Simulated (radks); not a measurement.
The numbers below are computed, except where a source is named.
The mean radii <r> (bohr) of the occupied orbitals of an atom or ion are listed with their occupations. Code: a radial shooting solver on a logarithmic mesh with Libxc functionals. Model: Dirac Kohn-Sham, PBEsol, spin-unpolarised, spherical densities, point nucleus.

orbital  occ.      <r>
1s1/2       2  0.07310
2s1/2       2   0.3437
2p1/2       2   0.3061
2p3/2       4   0.3087
3s1/2       2    1.083
3p1/2       2    1.178
3p3/2       4    1.187
4s1/2       1    3.946
3d3/2     0.8    2.361
3d5/2     1.2    2.376

Name the element and its charge. Open shells, if any, are shared by 2j + 1.

Answer. Z = 21, scandium, charge 0: Sc in [Ar] 3d2 4s1. The 1s radius gives Z: for a bare nucleus <r> = (2 gamma + 1)/(2Z) with gamma = sqrt(1 - (Z/c)^2), 0.07087 bohr for Z = 21, and screening makes it slightly larger (0.07310 here). The occupations add up to 21, and the charge is Z minus that.
